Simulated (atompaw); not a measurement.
What one change does to a pseudopotential (Ta, PAW (atompaw))

atompaw 4.2.0.5 input, output lines left out:

```
Ta 73
GGA-PBESOL scalarrelativistic loggrid 2001 logderivrange -5 5 251
6 6 5 4 0 0
6 0 1.5
6 1 0
5 2 3.5
0 0 0
c
c
c
c
c
v
c
c
c
v
v
c
c
v
c
2
2.85 2.65 1.95 2.30
y
-0.1
n
n
y
0.9
n
custom polynom vanderbiltortho sinc
bessel
2.85
2.85
1.75
2.85
2.75
2.85
```

All-electron outer shells of the reference configuration (PBEsol, scalar-relativistic, ld1.x):

```
shell  level (eV)  outermost node (bohr)  outermost maximum (bohr)
   5s      -72.13                   0.54                      0.98
   5p      -38.58                   0.58                      1.13
   4f      -23.82                      –                      0.44
   6s       -5.21                   1.32                      2.78
   5d       -3.11                   0.65                      1.60
   6p       -1.26                   1.60                      3.94
```

Change: wave 6s channel at -0.1 Ry: rc 2.85 bohr becomes 6s channel at -0.1 Ry: rc 2.80 bohr.

Cutoffs: the cutoffs (Ry, on a coarse ladder) from which the occupation-weighted sum of valence levels, in a spherical-Bessel basis at the reference potential, stays within 10 and 1 mRy of its value at 400 Ry; they do not see the model core or the augmentation charge, which bear on the density cutoff.

**Question.** What does the change do?

**Answer.** The potential gets neither clearly harder nor softer (25 Ry and 45 Ry → 25 Ry and 45 Ry); the bound ghost in s disappears; the range in which the s phases agree narrows (upper end 4.4 → 1.6).

```tsv
quantity	base	changed
cutoff, loose	25 Ry	25 Ry
cutoff, tight	45 Ry	45 Ry
bound ghosts	s	none
s: phases at 2.85 bohr within 0.05 rad from the reference energy up to (Ry; the scan ends near 5)	4.4	1.6
p: phases at 2.85 bohr within 0.05 rad from the reference energy up to (Ry; the scan ends near 5)	4.4	4.4
d: phases at 2.85 bohr within 0.05 rad from the reference energy up to (Ry; the scan ends near 5)	2.1	2.1
lowest overlap eigenvalue by channel	s 0.13, p 0.51, d 0.91	s 0.73, p 0.51, d 0.91
```

 A true bound ghost makes a file unfit for plane-wave use even where its test errors are small: the radial tests pick states by their node count and pass the ghost by. The cutoffs see the waves, projectors and local potential, not the compensation charge or the core.
